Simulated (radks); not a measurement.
Problem. Isoelectronic series with 7 electrons, all held in the configuration [He] 2s2 2p3, which need not be the ground one along the series. All-electron calculation, Dirac Kohn-Sham, PBE, spin-unpolarised, spherical densities, point nucleus; open shells are shared between the two j in proportion to 2j + 1. Program: a radial shooting solver on a logarithmic mesh with Libxc functionals. Total energies (hartree) and orbital eigenvalues (hartree):

| ion | E (hartree) | 2p3/2 | 2p1/2 | 2s1/2 | 1s1/2 |
|---|---|---|---|---|---|
| N | -54.45304 | -0.26030 | -0.26100 | -0.68289 | -14.13792 |
| O+ | -74.39802 | -0.89794 | -0.89956 | -1.45758 | -19.60766 |
| F2+ | -97.62121 | -1.79969 | -1.80289 | -2.49859 | -26.10061 |
| Ne3+ | -124.11946 | -2.95809 | -2.96377 | -3.79776 | -33.60833 |
| Mg5+ | -186.94735 | -6.03520 | -6.04982 | -7.16129 | -51.66001 |
| Al6+ | -223.28421 | -7.95182 | -7.97360 | -9.22420 | -62.20388 |
| Si7+ | -262.90949 | -10.11981 | -10.15109 | -11.54109 | -73.76098 |
| P8+ | -305.82904 | -12.53890 | -12.58248 | -14.11219 | -86.33277 |
| S9+ | -352.04936 | -15.20894 | -15.26813 | -16.93789 | -99.92103 |
| Cl10+ | -401.57756 | -18.12985 | -18.20852 | -20.01871 | -114.5278 |
| Ar11+ | -454.42137 | -21.30162 | -21.40420 | -23.35526 | -130.1555 |
| K12+ | -510.58909 | -24.72426 | -24.85583 | -26.94824 | -146.8065 |
| Ca13+ | -570.08961 | -28.39780 | -28.56414 | -30.79840 | -164.4836 |
| Sc14+ | -632.93238 | -32.32234 | -32.52993 | -34.90660 | -183.1898 |
| Ti15+ | -699.12747 | -36.49794 | -36.75406 | -39.27374 | -202.9282 |
| V16+ | -768.68551 | -40.92473 | -41.23746 | -43.90080 | -223.7021 |
| Mn18+ | -917.93597 | -50.53237 | -50.98615 | -53.93886 | -268.3711 |
| Fe19+ | -997.65266 | -55.71352 | -56.25363 | -59.35215 | -292.2738 |

Estimate the row of Cr17+.

Solution. E (hartree) -841.61774; 2p3/2 -45.60282; 2p1/2 -45.98114; 2s1/2 -48.78880; 1s1/2 -245.5152.
